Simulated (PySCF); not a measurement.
Low-lying terms of Sc³⁺ (scandium, charge +3)

Ground state [Ar], ¹S. Computed with PySCF 2.14 in def2-TZVP (6s4p4d1f, 45 functions), with the non-relativistic Hamiltonian (point nucleus). Vertical excitation energies in eV without spin-orbit coupling; excited terms of each kind are numbered among those the solver found. Frozen: [Ne].

```tsv
term	leading excitation	EOM-EE-CCSD
1 3P°	3p → d	29.991
1 3F°	3p → d	31.564
1 1D°	3p → d	33.702
1 3D°	3p → d	33.777
1 1F°	3p → d	33.983
1 1P°	3p → s	42.090
1 3S	3p → p	46.034
1 3D	3p → p	46.981
1 1D	3p → p	47.301
1 1P	3p → p	47.509
1 3P	3p → p	47.555
1 1S	3p → p	49.220
2 3D	3s → d	53.215
2 1D	3s → d	54.822
```

The solver can miss terms.
